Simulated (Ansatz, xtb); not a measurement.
**Two conformers of FH3Se3Sn**

Structure I is `[F][Sn]([SeH])([SeH])[SeH]`, a singlet and structure II is `[F][Sn]([SeH])([SeH])[SeH]`, a singlet. Both are isolated molecules in the gas phase, relaxed with PBE0-D4/def2-SVP.

I (Å):

| atom | x (Å) | y (Å) | z (Å) |
| --- | --- | --- | --- |
| F | -0.6962 | 0.3086 | 1.7264 |
| Se | 2.5098 | 0.4354 | 0.3369 |
| Se | -1.1378 | 1.2632 | -1.7302 |
| Se | -0.2767 | -2.5682 | -0.4985 |
| Sn | 0.0740 | -0.1229 | -0.0073 |
| H | 2.2538 | 0.4807 | 1.7869 |
| H | -0.9236 | 2.4802 | -0.9285 |
| H | -1.7110 | -2.3339 | -0.7416 |

II (Å):

```tsv
atom	x (Å)	y (Å)	z (Å)
F	-2.0789	2.7670	-0.0364
Se	0.8345	0.6677	0.3852
Se	-0.6454	1.7083	-3.2561
Se	-3.1837	-0.4517	-0.6671
Sn	-1.2820	1.2005	-0.8720
H	0.1131	0.7536	1.6663
H	-1.9528	1.2040	-3.7079
H	-4.0185	0.6476	-0.1528
```

Q: Estimate E(II) − E(I) at the level CCSD(T)/def2-SVP + ΔMP2/def2-TZVPP.

A: CCSD(T)/def2-SVP + ΔMP2/def2-TZVPP gives E(II) − E(I) = +0.07 kcal/mol, slightly favouring structure I, which is too small a margin to settle the true order.

How the difference moves with the method:

| level | geometry | E(II) − E(I) (kcal/mol) | departure from the last row (kcal/mol) | job, with rough time for the two |
| --- | --- | --- | --- | --- |
| PBE0-D4/def2-SVP | PBE0-D4/def2-SVP | −0.05 | −0.12 | optimisation, 6.1 min |
| HF/def2-SVP | PBE0-D4/def2-SVP | +0.17 | +0.09 | part of the CCSD(T) run |
| MP2/def2-SVP | PBE0-D4/def2-SVP | −0.05 | −0.12 | part of the CCSD(T) run |
| CCSD(T)/def2-SVP | PBE0-D4/def2-SVP | −0.02 | −0.09 | single point |
| CCSD(T)/def2-SVP + ΔMP2/def2-TZVPP | PBE0-D4/def2-SVP | +0.07 |  | single point, 2.4 min |

The largest departure from CCSD(T)/def2-SVP + ΔMP2/def2-TZVPP is that of PBE0-D4/def2-SVP, 0.12 kcal/mol. Levels run at GFN2-xTB geometries aren't shown. The last row adds to CCSD(T) the change of the MP2 difference between the two basis sets, here +0.09 kcal/mol.

With thermal terms from frequencies at re-optimised GFN2-xTB minima (ideal gas, soft modes damped towards free rotors, one conformer each, 298.15 K, 1 atm): the zero-point term adds +0.02 kcal/mol; ΔH is +0.07 and ΔG +0.13 kcal/mol.

The correlated steps freeze 32 core orbitals; the filled d shell of Se and Sn is correlated, in a basis made for valence electrons. Atoms past krypton carry core potentials in the def2 sets and no spin–orbit term is included. Programs: Ansatz 0.2.0, xtb 6.7.1; the last row on 2 threads of Intel(R) Xeon(R) 6975P-C (Granite Rapids) on a shared host.
